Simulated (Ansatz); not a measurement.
Program: Ansatz. Geometries: PBE0-D4/def2-TZVP. ΔE: electronic, gas phase. CBS: MP2 limit from def2 TZ/QZ plus the TZ coupled-cluster correction, frozen cores. DFT in def2-TZVPP. One conformer a species, not always the lowest.

Consider the isomerisation: `BCC=C=NC` → `BCC1CC=N1`.

`BCC=C=NC`:

Cartesian coordinates in Å:
```
B 1.304 0.903 2.510
C 0.664 -0.015 1.438
C -0.285 0.603 0.455
C -0.305 0.314 -0.822
N -0.248 0.113 -2.019
C -1.038 -0.901 -2.687
H 2.219 0.492 3.165
H 0.848 1.982 2.760
H 1.400 -0.655 0.944
H 0.121 -0.722 2.105
H -0.981 1.360 0.803
H -1.684 -1.462 -2.003
H -1.651 -0.420 -3.452
H -0.364 -1.591 -3.197
```

`BCC1CC=N1`:

Cartesian coordinates in Å:
```
B 1.905 0.161 1.321
C 0.463 0.533 0.876
C 0.072 0.092 -0.513
C -1.412 0.209 -0.953
C -1.265 -1.277 -1.006
N -0.046 -1.390 -0.635
H 2.765 -0.028 0.509
H 2.194 0.136 2.483
H 0.472 1.639 0.921
H -0.292 0.230 1.611
H 0.781 0.478 -1.252
H -1.608 0.717 -1.901
H -2.095 0.594 -0.192
H -1.936 -2.094 -1.271
```

```json
{"species": "`BCC=C=NC`", "r2SCAN-D4 energy (Eh)": "-236.70114"}
{"species": "`BCC1CC=N1`", "r2SCAN-D4 energy (Eh)": "-236.69932"}
```

Q: Work out ΔE.

A: ΔE = (-236.69932) − (-236.70114) = 0.00182 Eh = +4.8 kJ/mol. CCSD(T)/CBS gives -17.4 kJ/mol.

Largest T1 diagnostic among the species: 0.013.

From PBE to PBE0 (25 % exact exchange), in def2-TZVPP and without D4, ΔE moves by −13.5 kJ/mol. In def2-TZVPP, CCSD(T) changes the Hartree–Fock value by −20.0 kJ/mol (the triples alone add +0.4 kJ/mol) and MP2 by −21.5 kJ/mol.
